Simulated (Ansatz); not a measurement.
Ag₂Br₂⁻, that is (AgBr)2 ring with one electron more. Charge -1, multiplicity 2. Geometry r2SCAN-D4/def2-SVP, that of the neutral singlet; atoms count from 1.

```xyz
4

Ag   -0.9722    0.8398    0.4905
Br   -1.2909   -1.7557    0.4510
Ag    0.9720   -0.8398   -0.4910
Br    1.2910    1.7557   -0.4504
```

In the def2 sets Ag takes a core potential; there is no spin–orbit coupling. The highest occupied level of the charge -1 doublet lies above zero (up to 0.28 eV). By energy differences its removal costs 1.10 eV (vertical, to the charge 0 singlet, at PBE0-D4/def2-TZVPD); a positive level beside a positive removal energy at the same level points to self-interaction error.

(1) Estimate the Mulliken populations from the PBE0/def2-TZVPD orbitals of Ansatz.

(2) Where does the spin sit?

(3) And the Mayer bond orders between bonded heavy atoms (over 0.3)?

## Answers

(1) 
```
atom  charge (e)  spin (α − β)  d electrons
 Ag1       -0.23          0.62         9.92
 Br2       -0.27         -0.12            –
 Ag3       -0.23          0.62         9.92
 Br4       -0.27         -0.12            –
```
Mulliken values and Mayer orders depend strongly on the basis. With diffuse functions, as here, like atoms can get unlike values, and bond orders can come out too low or too high.

(2) Summed by element: Ag 1.24, Br -0.24, of 1 unpaired in all. Largest on single atoms: Ag3 0.62, Ag1 0.62, Br2 -0.12.

(3) Ag1–Ag3 0.89 (2.75 Å).
